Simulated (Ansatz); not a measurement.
Consider the formal exchange of groups at a C–F bond: `B[Se]CF` + CH₄ → `B[Se]CC` + H–F.

Gas-phase electronic energies from Ansatz, PBE0-D4/def2-TZVP geometries. CCSD(T)/CBS is the MP2 limit (def2-TZVPP, def2-QZVPP) plus CCSD(T) − MP2 in def2-TZVPP, frozen cores. This one scheme is used for every species. DFT in def2-TZVPP. For Se outer-core shells are correlated without core-valence functions, which leaves a few kJ/mol of doubt a bond. Scalar relativity is left out up to krypton. Each species was taken in one conformer, which may not be the lowest.

```csv
species,PBE energy (Eh)
`B[Se]CF`,-2566.26482
CH₄,-40.46430
`B[Se]CC`,-2506.34891
H–F,-100.39340
```

Question: Work out ΔE.

Answer: ΔE = (-2506.34891) + (-100.39340) − (-2566.26482) − (-40.46430) = -0.01319 Eh = -0.36 eV. CCSD(T)/CBS gives -0.58 eV.

Largest T1 diagnostic among the species: 0.013.

From PBE to PBE0 (25 % exact exchange), in def2-TZVPP and without D4, ΔE moves by −0.07 eV. The D4 term adds −0.08 eV with B3LYP and −0.04 eV with PBE0; it sums over pairs of atoms, weighted by their polarisabilities, and B3LYP, whose exchange is more repulsive, gets the larger term. In def2-TZVPP, CCSD(T) changes the Hartree–Fock value by −0.21 eV (the triples alone add −0.01 eV) and MP2 by −0.32 eV.

B3LYP here is the variant with VWN-RPA as its local correlation; programs differ in this.
